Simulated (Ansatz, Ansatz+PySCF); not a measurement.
```xyz
2

B     0.0000    0.0000   -0.2192
H     0.0000    0.0000    1.0958
```

Basis set: 6-31G (spherical functions). Frozen core: 1 orbital. Charge 0, multiplicity 1.

Computed with Ansatz (development build ahead of 0.2.0); each method stands on the lowest determinant of its kind that the runs found. Restricted open shells among the atoms or ions are ROHF, correlated in semicanonical orbitals with singles. Restricted functionals stand beside restricted open-shell atoms, which can lie above the unrestricted atoms usual in DFT and then raise those values.

Q: Give the atomization energy at this shape (free ground-state atoms in the same class of orbitals less the molecule, no zero-point energy) of singlet BH by PBE0 (unrestricted), PBE0 (restricted), RHF-CCSD(T), RHF-MP2, UHF-MP2, RHF, UHF.

A:

```csv
method,atomization energy
PBE0 (unrestricted),3.37 eV
PBE0 (restricted),3.35 eV
RHF-CCSD(T),3.02 eV
RHF-MP2,2.86 eV
UHF-MP2,2.79 eV
RHF,2.43 eV
UHF,2.58 eV
```

Caution for PBE0 (unrestricted), UHF-MP2, UHF: the unrestricted determinant is spin contaminated. Caution for UHF-MP2: a plain start can end on a higher determinant; another reference gives a lower total.

This basis has no polarisation functions and is too small for such energies, which can lie far from measured ones in either direction.
